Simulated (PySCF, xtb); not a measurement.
BeO, SMILES [O]=[Be].

xtb with GFN2-xTB at its own geometry gives an orbital gap of 4.23 eV and a dipole moment of 6.24 D.

The structure is a stationary point at B3LYP-D3(BJ)/def2-TZVPD.

### Question
What does r2SCAN/def2-TZVPD run with PySCF give? (An estimate is asked for; the answer gives what the named calculation found.)

### Answer
gap 2.05 eV (levels -6.29 and -4.25 eV), dipole 6.32 D.
